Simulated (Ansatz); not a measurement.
Li₄Te₂⁺. The state is a doublet with charge 1. Geometry PBE-D4/def2-SVP; atoms count from 1.

```xyz
6

Li   -0.836   -0.595   -1.228
Li    2.898    2.000   -2.963
Li    0.757    0.705    1.229
Li   -2.771   -2.179    2.959
Te    1.264    0.984   -1.334
Te   -1.312   -0.915    1.337
```

In the def2 sets Te takes a core potential; there is no spin–orbit coupling. Another isomer (doublet) lies 0.52 eV lower at PBE0-D4/def2-TZVP; other spin states weren't run for this one.

(1) Estimate the Mulliken populations from the PBE0/def2-TZVP orbitals of Ansatz.

(2) Where does the spin sit?

(3) And the Mayer bond orders between bonded heavy atoms (over 0.3)?

Answers

(1) 
```tsv
atom	charge (e)	spin (α − β)
Li1	0.68	-0.04
Li2	0.75	0.00
Li3	0.68	-0.04
Li4	0.75	0.00
Te5	-0.93	0.54
Te6	-0.93	0.54
```
Mulliken values and Mayer orders depend strongly on the basis.

(2) Summed by element: Li -0.08, Te 1.08, of 1 unpaired in all. Largest on single atoms: Te6 0.54, Te5 0.54, Li3 -0.04.

(3) Li2–Te5 0.42 (2.52 Å); Li4–Te6 0.42 (2.52 Å). Values over 0.3 also appear between atoms too far apart for a bond (Te5–Te6 0.40 at 4.17 Å); they arise where an orbital or an unpaired electron spreads over both atoms.
